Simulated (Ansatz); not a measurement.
Start from `O=C(S)C[SeH]` and change one atom or group to get `O=C([SiH3])S`.

Ansatz, PBE0-D4/def2-TZVP geometries, multiplicity 1. Each molecule was computed in one conformer, which needn't be the lowest.

Scalar relativity is left out up to krypton.

```csv
property,`O=C(S)C[SeH]`
HOMO energy (PBE0/def2-TZVPP) / eV,-7.06
LUMO energy (PBE0/def2-TZVPP) / eV,-1.37
HOMO–LUMO gap (B3LYP/def2-TZVPP) / eV,5.24
size of the dipole moment (ωB97M-V/def2-TZVPP) / D,3.24
size of the dipole moment (B3LYP/def2-TZVPP) / D,3.24
HOMO energy (B3LYP/def2-TZVPP) / eV,-6.83
```

**Question.** Give the same properties after the change, and the shifts. (Best estimate.)

**Answer.** Computed: 
| property | `O=C([SiH3])S` | shift |
| --- | --- | --- |
| HOMO energy (PBE0/def2-TZVPP) / eV | -7.38 | -0.32 |
| LUMO energy (PBE0/def2-TZVPP) / eV | -1.52 | -0.15 |
| HOMO–LUMO gap (B3LYP/def2-TZVPP) / eV | 5.42 | 0.18 |
| size of the dipole moment (ωB97M-V/def2-TZVPP) / D | 1.48 | -1.76 |
| size of the dipole moment (B3LYP/def2-TZVPP) / D | 1.47 | -1.77 |
| HOMO energy (B3LYP/def2-TZVPP) / eV | -7.15 | -0.32 |

With PBE0 the HOMO falls by 0.32 eV and the LUMO falls by 0.15 eV, so the gap widens by about 0.17 eV. PBE moves the HOMO by -0.17 eV and ωB97M-V by -0.30 eV. Dipoles are sizes alone; their direction can turn.

B3LYP here is the variant with VWN-RPA as its local correlation; programs differ in this.

Spin–orbit coupling is left out; it splits and shifts lone-pair levels of the heavy atoms by tenths of an eV.
